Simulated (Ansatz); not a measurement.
Input file:

```yaml
crystal:
  periodic: [false, false, false]
  atoms:
    - { symbol: Ga, position_ang: [-0.267376, -0.101938, 0.167124] }
    - { symbol: O, position_ang: [-0.575174, -0.608519, 1.842723] }
    - { symbol: H, position_ang: [0.050902, -1.169574, 2.270304] }
    - { symbol: Cl, position_ang: [1.73089, -0.460386, -0.62387] }
    - { symbol: "N", position_ang: [-1.637267, 0.146145, -0.982629] }
    - { symbol: H, position_ang: [-2.588028, 0.224769, -0.681224] }
    - { symbol: H, position_ang: [-1.523267, 0.432824, -1.933725] }
    - { symbol: S, position_ang: [0.380636, 2.587674, 1.098521] }
    - { symbol: H, position_ang: [1.705231, 2.42552, 1.059644] }
    - { symbol: H, position_ang: [0.251253, 2.176685, 2.36273] }
basis:
  gaussian: { orbitals: def2-SVP }
hamiltonian:
  xc: hf
neb:
  order_check: false
  images: 5
  f_tol: 0.05
  max_iterations: 60
  spring: { min: 2.0, max: 10.0 }
  final_atoms:
    - { symbol: Ga, position_ang: [0.12514046, 0.62708879, 0.03455009] }
    - { symbol: O, position_ang: [-0.24270484, -0.17323231, 1.98130987] }
    - { symbol: H, position_ang: [-1.15709513, -0.43527179, 1.99133389] }
    - { symbol: Cl, position_ang: [1.84019617, -0.57000909, -0.58622561] }
    - { symbol: "N", position_ang: [-1.55244907, 0.14105297, -0.55983822] }
    - { symbol: H, position_ang: [-1.62438296, -0.64916973, -1.17480281] }
    - { symbol: H, position_ang: [-2.164704, 0.86233656, -0.89494338] }
    - { symbol: S, position_ang: [0.526382, 2.76668436, 0.58479336] }
    - { symbol: H, position_ang: [1.85537182, 2.69476749, 0.47538216] }
    - { symbol: H, position_ang: [-0.07795445, 0.38895275, 2.72803866] }
  initial_path:
    images:
      - { positions_ang: [[-0.267376, -0.101938, 0.167124], [-0.575174, -0.608519, 1.842723], [0.050902, -1.169574, 2.270304], [1.73089, -0.460386, -0.62387], [-1.637267, 0.146145, -0.982629], [-2.588028, 0.224769, -0.681224], [-1.523267, 0.432824, -1.933725], [0.380636, 2.587674, 1.098521], [1.705231, 2.42552, 1.059644], [0.251253, 2.176685, 2.36273]] }
      - { positions_ang: [[-0.18879248, -0.07160612, 0.11063724], [-0.39100479, -0.41109452, 1.94102813], [-0.28077844, -0.86333424, 2.33954225], [1.78754289, -0.34323494, -0.79280758], [-1.65977575, 0.12352085, -0.97512662], [-2.53028151, -0.08432732, -0.74097706], [-1.65340099, 0.59123608, -1.81774949], [0.46795638, 2.50240318, 1.0026995], [1.70053249, 2.35799871, 1.28386528], [0.2758022, 1.85163832, 2.22848635]] }
      - { positions_ang: [[-0.11020896, -0.04127424, 0.05415048], [-0.20683559, -0.21367003, 2.03933326], [-0.61245887, -0.55709448, 2.40878051], [1.84419578, -0.22608388, -0.96174515], [-1.6822845, 0.1008967, -0.96762423], [-2.47253502, -0.39342365, -0.80073013], [-1.78353498, 0.74964816, -1.70177398], [0.55527675, 2.41713237, 0.906878], [1.69583398, 2.29047742, 1.50808655], [0.30035141, 1.52659163, 2.0942427]] }
      - { positions_ang: [[-0.03162545, -0.01094235, -0.00233628], [-0.02266638, -0.01624555, 2.13763839], [-0.94413931, -0.25085472, 2.47801876], [1.90084867, -0.10893282, -1.13068273], [-1.70479324, 0.07827255, -0.96012185], [-2.41478853, -0.70251997, -0.86048319], [-1.91366896, 0.90806023, -1.58579848], [0.64259713, 2.33186155, 0.81105649], [1.69113548, 2.22295612, 1.73230783], [0.32490061, 1.20154495, 1.95999905]] }
      - { positions_ang: [[0.02062986, 0.20173469, 0.00995918], [-0.09601253, -0.06857447, 2.08552889], [-1.01512458, -0.31232708, 2.31579047], [1.88063117, -0.26262491, -0.94919702], [-1.65401185, 0.09919935, -0.82669397], [-2.15132001, -0.68473656, -0.9652564], [-1.99734731, 0.89281901, -1.35551345], [0.60385875, 2.47680249, 0.73563545], [1.74588092, 2.38022658, 1.31333261], [0.19061559, 0.93068088, 2.21601225]] }
      - { positions_ang: [[0.07288516, 0.41441174, 0.02225463], [-0.16935869, -0.12090339, 2.03341938], [-1.08610986, -0.37379943, 2.15356218], [1.86041367, -0.416317, -0.76771132], [-1.60323046, 0.12012616, -0.69326609], [-1.88785149, -0.66695315, -1.0700296], [-2.08102566, 0.87757779, -1.12522841], [0.56512038, 2.62174343, 0.6602144], [1.80062637, 2.53749703, 0.89435738], [0.05633057, 0.65981682, 2.47202546]] }
      - { positions_ang: [[0.12514046, 0.62708879, 0.03455009], [-0.24270484, -0.17323231, 1.98130987], [-1.15709513, -0.43527179, 1.99133389], [1.84019617, -0.57000909, -0.58622561], [-1.55244907, 0.14105297, -0.55983822], [-1.62438296, -0.64916973, -1.17480281], [-2.164704, 0.86233656, -0.89494338], [0.526382, 2.76668436, 0.58479336], [1.85537182, 2.69476749, 0.47538216], [-0.07795445, 0.38895275, 2.72803866]] }
```

Run as:

```bash
$ ansatz run input.yaml --threads 2 --pin off --max-ram 3072MiB --backend cpu --events-out ev --progress --plain --runs-dir out
```

Hardware: 2 threads of Arm Neoverse V1 (shared host).

Task: Roughly how long does this run take, and how much memory?

Result: 6.2 min, with a peak of 0.34 GiB, for 30 band iterations.
